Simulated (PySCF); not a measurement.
**Calculated NMR parameters of [H]/N=C\C=C\CC(F)(F)F**

| Item | Value |
| --- | --- |
| Formula | C5H6F3N |
| SMILES | [H]/N=C\C=C\CC(F)(F)F |
| InChI | InChI=1S/C5H6F3N/c6-5(7,8)3-1-2-4-9/h1-2,4,9H,3H2/b2-1+,9-4- |
| Point group of the computed structure | C1 |
| Degrees of unsaturation | 2 |
| Carbon signals | 5 |
| Proton signals | 5 |

Bonds (- single, = double, # triple, : aromatic): N1=C2 1.259 Å, C2-C3 1.458 Å, C3=C4 1.330 Å, C4-C5 1.497 Å, C5-C6 1.520 Å, C6-F7 1.340 Å, C6-F8 1.342 Å, C6-F9 1.340 Å. N1 carries H10; C2 carries H11; C3 carries H12; C4 carries H13; C5 carries H14, H15. Stereochemistry as in [H]/N=C\C=C\CC(F)(F)F.

One averaged value for each set of equivalent atoms, one conformer, non-relativistic Hamiltonian, in vacuum. Shieldings: GIAO PBE0/pcSseg-1; geometry: GFN2-xTB; PySCF 2.14.0 with density-fitted response routines.

Shifts are taken against calculated references (same method and geometry level): TMS for $^{1}$H (31.72 ppm) and $^{13}$C (186.93 ppm); $^{19}$F (170.95 ppm) vs CFCl3; $^{15}$N (267.73 ppm) against NH3.

| carbon | δC, type | δH (multiplicity) | HMBC from (2–3 bonds) | span of the C tensor (ppm) |
| --- | --- | --- | --- | --- |
| C2 | 171.7, CH | 8.17 (d) | H13, H12 | 213 |
| C3 | 144.6, CH | 5.98 (m) | H11, H13, H14/H15 | 175 |
| C4 | 139.7, CH | 6.31 (m) | H11, H12, H14/H15 | 222 |
| C5 | 43.8, CH2 | 2.94 (m) | H13, H12 | 34 |
| C6 | 134.5, C | – | H13, H14/H15 | 4 |

Other nuclei:
```csv
atoms,nucleus,environment,δ (ppm),σ (ppm)
H10,$^{1}$H,hydrogen on an imine nitrogen,10.94,20.78
F7/F8/F9,$^{19}$F,fluorine of a CF3 group,-81.2,252.1
N1,$^{15}$N,imine nitrogen,369.0,-101.2
```

Carbon types of the structure: 1 × C, 3 × CH, 1 × CH2, leaving 1 H on heteroatoms. δC 171.7: C=N carbon. δC 144.6, 139.7: alkene CH; an sp2 carbon of a C=C bond. δC 134.5: CF3 carbon; 3 electronegative neighbours deshield it. δC 43.8: allylic sp3 CH2; a saturated carbon with 2 carbon neighbours and no heteroatom attached. δH 10.94: hydrogen on an imine nitrogen; labile proton, position sensitive to the medium.

The OH or NH signal is concentration- and solvent-dependent in practice; the value given is the gas-phase one. Splittings by $^{19}$F in the carbon and heteronuclear signals aren't shown, as no couplings were computed. Shifts are as computed. Against solution values, carbons near 30 ppm lie about +3 ppm off and those near 130 ppm about +5 ppm (rms about the fit 2.1 ppm; single classes can miss by 10 ppm). Of 1328 compounds with measured shifts, 309 miss one by over three times the rms of a fit or turn the order of signals round; such compounds aren't used in these exercises. Signals without a measured value on file couldn't be tested in this way; 1H shifts scatter by 0.2 ppm about their fit, and single ones miss by 0.5 ppm. Unscaled 19F shifts against computed CFCl3 carry errors that often reach 10 to 50 ppm. Experimental scales use liquid or dissolved standards, which lie at an offset from isolated NH3 (liquid NH3: subtract about 20 ppm). Unscaled 15N shifts of sp2 nitrogen often come out too high even then, by a few to some tens of ppm. Multiplicities follow the n + 1 count of equivalent neighbours, as no J values were calculated; m marks all less simple cases, F and P coupling included.
